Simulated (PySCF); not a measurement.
# Finite-field polarisability of Cd (cadmium, neutral)

[Kr] 4d10 5s2, closed-shell 1S. Computed with PySCF 2.14 in aug-cc-pwCVDZ-PP with ECP28MDF (6s6p5d3f, 70 functions), with a scalar-relativistic core potential. Frozen: 4s2 4p6. Energy changes in a uniform field (μhartree):

```
axis  F (au)        HF       MP2      CCSD   CCSD(T)
   x  0.0018  -103.339   -66.210   -79.633   -76.923
   x  0.0036  -413.590  -264.983  -318.694  -307.842
```

(1) Derive α along x at CCSD(T) from the two fields.

(2) And the mean polarisability at each level?

A double-zeta set is small for polarisabilities.

Results:

(1) With ΔE = −αF²/2 − γF⁴/24, α = −(16 ΔE(F) − ΔE(2F))/(6F²) = 47.48 bohr³.

(2) HF 63.78, MP2 40.86, CCSD 49.15, CCSD(T) 47.48 bohr³. Reference: 46 ± 2 bohr³ (recommended; Schwerdtfeger and Nagle, table of static dipole polarizabilities (2023 update)).
